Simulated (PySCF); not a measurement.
H2I2O2Si, SMILES [Si](I)(I)(O)O.

The structure is a stationary point at PBE-D3(BJ)/def2-SVP. The def2 effective core potentials stand for the cores of I; spin–orbit coupling is left out. Other conformers were not sampled.

Computed with PBE/def2-TZVP (PySCF).

Symmetry labels are those of the subgroup C2 that the program uses (full group C2).

### Question
List the valence orbital energies around the gap with their symmetry. (The exact figures need the calculation; the answer reports its results.)

### Answer

```tsv
orbital	symmetry	energy (eV)
HOMO−7	A	-9.79
HOMO−6	A	-8.41
HOMO−5	B	-8.20
HOMO−4	B	-8.15
HOMO−3	A	-7.18
HOMO−2	B	-6.83
HOMO−1	A	-6.70
HOMO	B	-6.58
LUMO	A	-2.17
LUMO+1	A	-0.71
LUMO+2	B	-0.45
LUMO+3	B	-0.21
```
